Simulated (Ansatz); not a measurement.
`[CH3][SnH]([NH2])[OH]` and `[CH3][SnH]([NH2])[Cl]` differ in one atom or group.

Ansatz, PBE0-D4/def2-TZVP geometries, multiplicity 1. Each molecule was computed in one conformer, which needn't be the lowest.

Elements past krypton have def2 core potentials.

```
                                          property  `[CH3][SnH]([NH2])[OH]`
                HOMO energy (PBE0/def2-TZVPP) / eV                    -7.26
  size of the dipole moment (B3LYP/def2-TZVPP) / D                     2.50
             LUMO energy (ωB97M-V/def2-TZVPP) / eV                     1.64
size of the dipole moment (ωB97M-V/def2-TZVPP) / D                     2.53
               LUMO energy (B3LYP/def2-TZVPP) / eV                    -0.22
                 LUMO energy (PBE/def2-TZVPP) / eV                    -0.78
```

Question: What does the change do to each property? (Estimate.)

Answer: The calculation gave: 
| property | `[CH3][SnH]([NH2])[Cl]` | shift |
| --- | --- | --- |
| HOMO energy (PBE0/def2-TZVPP) / eV | -7.43 | -0.17 |
| size of the dipole moment (B3LYP/def2-TZVPP) / D | 3.89 | 1.39 |
| LUMO energy (ωB97M-V/def2-TZVPP) / eV | 1.50 | -0.14 |
| size of the dipole moment (ωB97M-V/def2-TZVPP) / D | 3.91 | 1.38 |
| LUMO energy (B3LYP/def2-TZVPP) / eV | -0.54 | -0.32 |
| LUMO energy (PBE/def2-TZVPP) / eV | -1.15 | -0.37 |

With PBE0 the HOMO falls by 0.17 eV and the LUMO falls by 0.32 eV, so the gap narrows by about 0.15 eV. PBE moves the HOMO by -0.17 eV and ωB97M-V by -0.17 eV. Dipoles are sizes alone; their direction can turn.

B3LYP here is the variant with VWN-RPA as its local correlation; programs differ in this.
